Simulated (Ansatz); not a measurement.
Reaction (formal exchange of groups at the Al–C bond): `CO[CH2][AlH][OH]` + `CC(=O)OC(C)C` → `C[CH](C)[AlH][OH]` + `COCOC(C)=O`

Calculated with Ansatz (gas phase, PBE0-D4/def2-TZVP geometries, no zero-point term in ΔE). CCSD(T)/CBS is the MP2 limit (def2-TZVPP, def2-QZVPP) plus CCSD(T) − MP2 in def2-TZVPP, frozen cores. Functionals use def2-TZVPP. B3LYP here is the variant with VWN-RPA as its local correlation; programs differ in this. One conformer a species, not always the lowest.

`CO[CH2][AlH][OH]`:

```xyz
12

C     1.256    0.297   -1.031
O     0.733   -0.898   -0.535
C     0.308   -0.770    0.817
Al   -1.399    0.231    0.986
O    -2.321    0.503   -0.414
H     1.536    0.134   -2.073
H     2.145    0.615   -0.469
H     0.518    1.117   -0.991
H     1.120   -0.359    1.438
H     0.153   -1.791    1.187
H    -2.010    0.748    2.351
H    -2.038    0.173   -1.266
```

`CC(=O)OC(C)C`:

```xyz
17

C    -1.519    2.187   -0.785
C    -0.908    1.237    0.199
O    -0.912    1.381    1.393
O    -0.354    0.192   -0.428
C     0.281   -0.808    0.395
C     1.691   -0.370    0.727
C     0.227   -2.097   -0.388
H    -2.275    1.672   -1.380
H    -1.966    3.024   -0.255
H    -0.754    2.548   -1.476
H    -0.301   -0.892    1.316
H     2.273   -0.232   -0.188
H     1.682    0.565    1.288
H     2.185   -1.129    1.337
H    -0.804   -2.369   -0.621
H     0.674   -2.906    0.193
H     0.780   -2.003   -1.326
```

`C[CH](C)[AlH][OH]`:

Z-matrix (Å, degrees):
```
C
C 1 1.529
H 1 1.096 2 111.3
H 1 1.095 2 111.5 3 -119.1
H 1 1.094 2 112.5 3 120.5
C 2 1.528 1 111.6 3 58.0
Al 2 1.961 1 112.2 3 -173.6
H 2 1.102 1 107.2 3 -59.6
H 6 1.095 2 111.4 1 61.4
H 6 1.097 2 111.2 1 -57.8
H 6 1.092 2 112.2 1 -178.7
O 7 1.701 2 117.4 1 -147.9
H 7 1.592 2 123.8 1 33.1
H 12 0.956 7 122.9 2 -178.5
```

`COCOC(C)=O`:

Cartesian coordinates in Å:
```
C 1.706 1.410 -0.111
O 0.816 1.608 0.968
C -0.483 1.244 0.715
O -0.658 -0.177 0.752
C -0.753 -0.833 -0.421
C -0.930 -2.301 -0.186
O -0.706 -0.304 -1.497
H 1.880 0.346 -0.300
H 1.324 1.870 -1.028
H 2.649 1.878 0.170
H -1.087 1.627 1.536
H -0.835 1.609 -0.255
H -0.100 -2.683 0.411
H -0.980 -2.821 -1.139
H -1.844 -2.474 0.385
```

```csv
level,ΔE (kJ/mol)
PBE-D4,-6.6
B3LYP-D4,-5.9
HF/def2-TZVPP,-9.8
SCS-MP2/def2-QZVPP,-8.4
```

(1) What does CCSD(T)/CBS give? (An estimate is asked.)

Largest T1 diagnostic among the species: 0.014.

## Answers

(1) The calculation gave: -7.0 kJ/mol. The listed levels differ from it by 0.4, 1.1, -2.8, -1.4 kJ/mol.
